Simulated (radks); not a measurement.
The numbers below are computed, except where a source is named.
Problem. All-electron atom: Gd in [Xe] 4f7 5d1 6s2 (the NIST ground configuration). Level of theory: Dirac Kohn-Sham, PBE, spin-unpolarised, spherical densities, finite nucleus; open shells fill j = l - 1/2 first; Fermi nuclear charge, rms radius 5.1569 fm (a radial shooting solver on a logarithmic mesh with Libxc functionals). Some entries of the table are withheld. Estimate them.

| orbital | occ. | eigenvalue (eV) | <r^2> (bohr^2) | <1/r> (bohr^-1) |
|---|---|---|---|---|
| 1s1/2 | 2 | -50041.80 | 0.0006550 | 71.65 |
| 2s1/2 | 2 | -8258.141 | 0.01022 | (1) |
| 2p1/2 | 2 | -7841.983 | (2) | 17.07 |
| 2p3/2 | 4 | -7146.143 | (3) | 15.09 |
| 3s1/2 | 2 | -1830.293 | 0.06815 | 6.231 |
| 3p1/2 | 2 | -1649.821 | 0.06349 | 6.146 |
| 3p3/2 | 4 | -1507.087 | 0.07056 | 5.643 |
| 3d3/2 | 4 | -1195.282 | 0.05634 | 5.521 |
| 3d5/2 | 6 | -1164.186 | 0.05831 | 5.396 |
| 4s1/2 | 2 | (4) | 0.3452 | 2.604 |
| 4p1/2 | 2 | -298.1271 | 0.3632 | 2.498 |
| 4p3/2 | 4 | -266.3747 | 0.4018 | 2.327 |
| 4d3/2 | 4 | (5) | 0.4609 | 2.109 |
| 4d5/2 | 6 | (6) | 0.4761 | 2.067 |
| 5s1/2 | 2 | -49.4999 | 2.003 | 0.9998 |
| 5p1/2 | 2 | -30.1949 | 2.546 | 0.8818 |
| 5p3/2 | 4 | -25.8574 | 2.887 | 0.8206 |
| 4f5/2 | 6 | -8.8255 | 0.9807 | 1.529 |
| 4f7/2 | 1 | -8.0736 | 1.015 | 1.510 |
| 6s1/2 | 2 | -4.0977 | 18.20 | 0.3143 |
| 5d3/2 | 1 | -2.6381 | 9.749 | (7) |
| 5d5/2 | 0 | -2.3738 | 10.55 | (8) |

Solution. 
(1) 2s1/2 <1/r> (bohr^-1): 17.09
(2) 2p1/2 <r^2> (bohr^2): 0.007417
(3) 2p3/2 <r^2> (bohr^2): 0.008652
(4) 4s1/2 eigenvalue (eV): -368.4079
(5) 4d3/2 eigenvalue (eV): -150.5574
(6) 4d5/2 eigenvalue (eV): -144.8179
(7) 5d3/2 <1/r> (bohr^-1): 0.4795
(8) 5d5/2 <1/r> (bohr^-1): 0.4622
